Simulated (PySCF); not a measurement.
Cd(NH2)(SMe) (CH5CdNS), SMILES C[S][Cd][NH2].

Geometry optimised at PBE0-D3(BJ)/def2-SVP. The structure was generated by enumeration; whether it is a known compound was not checked. The def2 effective core potentials stand for the cores of Cd; spin–orbit coupling is left out. One conformer was computed; it need not be the lowest.

Method: PBE0-D3(BJ)/def2-SVP run with PySCF.

Frequencies are harmonic and unscaled.

**Question.** Give all harmonic wavenumbers and intensities. (The exact figures need the calculation; the answer reports its results.)

**Answer.** 
```csv
mode,ν (cm⁻¹),IR (km/mol),moving atoms (share of kinetic energy)
1,90,3.8,"N 43 %, C 23 %, H 20 %, Cd 13 %"
2,98,4.9,"H 59 %, N 25 %, Cd 11 %"
3,128,3.8,"H 51 %, S 18 %, N 16 %, Cd 15 %"
4,148,25.4,H 97 %
5,179,2.5,"C 33 %, Cd 21 %, S 21 %, H 17 %"
6,349,7.1,"S 75 %, Cd 12 %, N 8 %"
7,476,146.7,"H 64 %, N 31 %"
8,605,41.7,"N 58 %, H 28 %, Cd 14 %"
9,724,3.3,"C 59 %, S 31 %, H 10 %"
10,757,19.5,"H 90 %, N 9 %"
11,957,6.7,"H 84 %, C 14 %"
12,970,11.9,"H 82 %, C 16 %"
13,1336,17.9,"H 87 %, C 13 %"
14,1454,7.1,H 95 %
15,1456,8.1,H 95 %
16,1531,4.2,"H 92 %, N 8 %"
17,3065,28.3,H 98 %
18,3175,1.6,"H 90 %, C 10 %"
19,3175,4.2,"H 90 %, C 10 %"
20,3549,7.2,H 96 %
21,3648,10.0,"H 92 %, N 8 %"
```
